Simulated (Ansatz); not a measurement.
Geometry optimisation, Ansatz 0.2.0, RKS B3LYP-D4/6-31G*.

input.yaml

```yaml
crystal:
  periodic: [false, false, false]
  atoms:
    - { symbol: C, position_ang: [0.3357, -2.1721, 0.257] }
    - { symbol: C, position_ang: [0.7629, -0.8974, 0.0209] }
    - { symbol: O, position_ang: [1.9338, -0.489, 0.5676] }
    - { symbol: Si, position_ang: [-0.0334, 0.3675, -1.0579] }
    - { symbol: Si, position_ang: [-1.0233, 2.0096, 0.2314] }
    - { symbol: Cl, position_ang: [-2.4408, 1.2776, 1.5291] }
    - { symbol: H, position_ang: [0.8367, -2.842, 0.8742] }
    - { symbol: H, position_ang: [-0.15845, -1.47969, 0.03272] }
    - { symbol: H, position_ang: [2.3532, -1.2152, 1.1256] }
    - { symbol: H, position_ang: [0.8571, 0.9286, -2.0159] }
    - { symbol: H, position_ang: [-1.1795, -0.3367, -1.8182] }
    - { symbol: H, position_ang: [0.0024, 2.7312, 1.1034] }
    - { symbol: H, position_ang: [-1.7736, 3.0556, -0.6067] }
basis:
  gaussian: { orbitals: "6-31G*" }
hamiltonian:
  xc: b3lyp
  dispersion: d4
relax:
  f_tol: 0.02
  max_steps: 50
```

Launched with:

```bash
$ ansatz run input.yaml --threads 2 --pin off --max-ram 3072MiB --backend cpu --events-out ev --progress --plain --runs-dir out
```

Question: Where does it end, and by what steps?

Answer: It converged. After 17 steps the energy has fallen by 6.487 eV; H8 moved furthest, 1.24 Å. The start is strongly strained (largest force component 17 eV/Å), so its close contacts needn't be bonds. Parted: C2–H8 (1.09 → 2.11 Å).

```
step  energy less start (eV)  largest force component (eV/Å)  accepted
   0                  0.0000                          16.724       yes
   1                 -2.5802                           7.937       yes
   2                 -4.0598                           4.520       yes
   3                 -5.2345                           3.371       yes
   4                 -5.8776                           2.094       yes
   5                 -6.2911                           0.796       yes
   6                 -6.4281                           0.380       yes
   7                 -6.4476                           0.253       yes
   8                 -6.4631                           0.166       yes
   9                 -6.4700                           0.081       yes
  10                 -6.4728                           0.039       yes
  11                 -6.4794                           0.195       yes
  12                 -6.4819                           0.227       yes
  13                 -6.4842                           0.127       yes
  14                 -6.4850                           0.110       yes
  15                 -6.4857                           0.112       yes
  16                 -6.4868                           0.040       yes
  17                 -6.4870                           0.019       yes
```

```xyz
13
Properties=species:S:1:pos:R:3
C 0.425 -2.160 0.136
C 0.736 -0.860 0.060
O 1.692 -0.245 0.835
Si -0.118 0.377 -1.074
Si -0.896 2.152 0.245
Cl -2.123 1.376 1.756
H 0.927 -2.837 0.828
H -0.347 -2.587 -0.493
H 2.084 -0.896 1.443
H 0.835 0.912 -2.087
H -1.240 -0.305 -1.770
H 0.212 2.893 0.900
H -1.715 3.118 -0.536
```

Run time: 91 s on 2 threads of Arm Neoverse V1, with other jobs on the host, peak memory 0.3 GiB.
